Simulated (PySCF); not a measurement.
Bi(H)2(NMe2) (C2H8BiN), SMILES C[N](C)[BiH2].

Coordinates come from a B3LYP-D3(BJ)/def2-SVP optimisation. The structure was generated by enumeration; whether it is a known compound was not checked. The def2 effective core potentials stand for the cores of Bi; spin–orbit coupling is left out.

Two levels are set side by side: TDDFT-PBE/def2-SVPD (PySCF) and TDDFT-ωB97X/def2-SVPD (PySCF). Vertical, same geometry. The lowest singlet is HOMO→LUMO 96 % with PBE and HOMO→LUMO 92 % with the other functional; states are paired by order. Differences are taken from unrounded values.

| quantity | TDDFT-ωB97X |
|---|---|
| lowest singlet excitation (eV) | 4.38 |
| lowest triplet excitation (TDA) (eV) | 3.83 |
| first bright state (f over 0.05) (eV) | 5.77 |
| its oscillator strength | 0.11 |

What does TDDFT-PBE give, and how far is it from TDDFT-ωB97X? (The exact figures need the calculation; the answer reports its results.)


| quantity | TDDFT-PBE | TDDFT-PBE minus TDDFT-ωB97X |
|---|---|---|
| lowest singlet excitation (eV) | 3.40 | -0.98 |
| lowest triplet excitation (TDA) (eV) | 2.94 | -0.90 |
| first bright state (f over 0.05) (eV) | 5.31 | -0.46 |
| its oscillator strength | 0.07 | -0.04 |

A lower first singlet is the usual sign of a functional without exact exchange. Differences between two approximate levels are no errors against the true value.

Rough cost on one machine, each run with all the roots and properties that it gave: TDDFT-ωB97X against TDDFT-PBE about 7 times.
